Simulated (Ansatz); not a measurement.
`[BH]1[O][GeH2]1` and `[OH][GeH]1[BH][O]1` differ in one atom or group.

Ansatz, PBE0-D4/def2-TZVP geometries, multiplicity 1. Each molecule was computed in one conformer, which needn't be the lowest.

Scalar relativity is left out up to krypton.

```tsv
property	`[BH]1[O][GeH2]1`
HOMO energy (PBE/def2-TZVPP) / eV	-5.98
size of the dipole moment (B3LYP/def2-TZVPP) / D	1.56
LUMO energy (B3LYP/def2-TZVPP) / eV	-1.49
HOMO energy (PBE0/def2-TZVPP) / eV	-7.03
ideal-gas entropy at 298 K and 1 bar (rigid rotor, harmonic PBE0-D4/def2-TZVP) / J/(mol·K)	281
LUMO energy (PBE0/def2-TZVPP) / eV	-1.25
```

(1) What does the change do to each property? (An estimate is asked.)

Results:

(1) The calculation gave: 
| property | `[OH][GeH]1[BH][O]1` | shift |
| --- | --- | --- |
| HOMO energy (PBE/def2-TZVPP) / eV | -6.04 | -0.06 |
| size of the dipole moment (B3LYP/def2-TZVPP) / D | 1.49 | -0.07 |
| LUMO energy (B3LYP/def2-TZVPP) / eV | -1.50 | -0.01 |
| HOMO energy (PBE0/def2-TZVPP) / eV | -7.12 | -0.09 |
| ideal-gas entropy at 298 K and 1 bar (rigid rotor, harmonic PBE0-D4/def2-TZVP) / J/(mol·K) | 315 | 34 |
| LUMO energy (PBE0/def2-TZVPP) / eV | -1.26 | -0.01 |

The zero-point energy changes by 16.4 kJ/mol with +3 modes. Dipoles are sizes alone; their direction can turn.

B3LYP here is the variant with VWN-RPA as its local correlation; programs differ in this.
